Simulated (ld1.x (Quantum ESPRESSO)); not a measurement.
# gallium (Ga), TM: configuration errors across variants

gallium, norm-conserving Troullier–Martins (Kleinman–Bylander form), made with ld1.x (Quantum ESPRESSO) 7.5 (PBE, scalar-relativistic). Core [Ar] 3d10, reference 4s2 4p1. Waves: 4s (bound): rc 1.55 bohr; 4p (bound): rc 1.90 bohr; 4d channel at -0.15 Ry: rc 1.50 bohr. Local part: all-electron potential smoothed inside 1.40 bohr (lloc = -2). Core correction: a·sin(br)/r model core inside 1.05 bohr.

All-electron excitation energies from the reference (eV): (1) 4s2 4p0 5.688; (2) 4s1 4p0 26.816; (3) 4s2 4p0.5 2.030; (4) 4s2 4p1.3 -0.534; (5) 4s1 4p2 6.538; (6) 4s1 4p1 13.060; (7) 4s0 4p3 13.371.

A true bound ghost makes a file unfit for plane-wave use even where its test errors are small: the radial tests pick states by their node count and pass the ghost by.

Errors AE − PS in meV (a dash: test not solved or not reliable):

```csv
change,(1),(2),(3),(4),(5),(6),(7),bound ghosts
base,-11,-175,-1.7,-0.1,-18,-47,-71,d
core correction none,+11,+65,+1.9,+0.5,+17,+7.1,+85,d
core correction a·sin(br)/r model core inside 0.68 bohr,-11,-175,-1.7,-0.1,-18,-47,-71,d
core correction a·sin(br)/r model core inside 0.74 bohr,-11,-175,-1.7,-0.1,-18,-47,-71,d
core correction a·sin(br)/r model core inside 0.94 bohr,-11,-175,-1.7,-0.1,-18,-47,-71,d
core correction a·sin(br)/r model core inside 1.14 bohr,-11,-175,-1.7,-0.1,-18,-47,-71,d
core correction a·sin(br)/r model core inside 1.24 bohr,-11,-174,-1.7,-0.1,-18,-47,-70,d
core correction a·sin(br)/r model core inside 1.42 bohr,-11,-171,-1.6,-0.1,-17,-46,-68,d
core correction a·sin(br)/r model core inside 1.76 bohr,-11,-167,-1.6,-0.1,-16,-46,-63,d
```

Q: Give the same row for: core correction a·sin(br)/r model core inside 1.62 bohr.

A: -11, -167, -1.6, -0.1, -17, -46, -66; bound ghosts: d.
